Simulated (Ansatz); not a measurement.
C2H6O2Si can be A, `O/C=C/[SiH2]O`, or B, `O=COC[SiH3]`.

Computed with Ansatz on PBE0-D4/def2-TZVP structures; ΔE is electronic, products minus reactants. CBS: MP2 limit from def2 TZ/QZ plus the TZ coupled-cluster correction, frozen cores. Functionals use def2-TZVPP. Each species was taken in one conformer, which may not be the lowest.

**Question.** Which isomer does CCSD(T)/CBS put lower? Give the gap. (Best estimate.)

**Answer.** The calculation gave: A, by 126.2 kJ/mol.

**Question.** Give E(B) − E(A) in kJ/mol with PBE0-D4, B2PLYP, r2SCAN-D4, CCSD/def2-TZVPP, HF/def2-TZVPP, ωB97M-V, CCSD(T)/def2-TZVPP. (Estimate.)

**Answer.** Computed: PBE0-D4 111.1, B2PLYP 114.5, r2SCAN-D4 112.3, CCSD/def2-TZVPP 119.4, HF/def2-TZVPP 115.5, ωB97M-V 116.3, CCSD(T)/def2-TZVPP 116.5. None reverses the order clearly.

Largest T1 diagnostic: 0.015.

From PBE to PBE0 (25 % exact exchange), in def2-TZVPP and without D4, E(B) − E(A) moves by +10.4 kJ/mol.
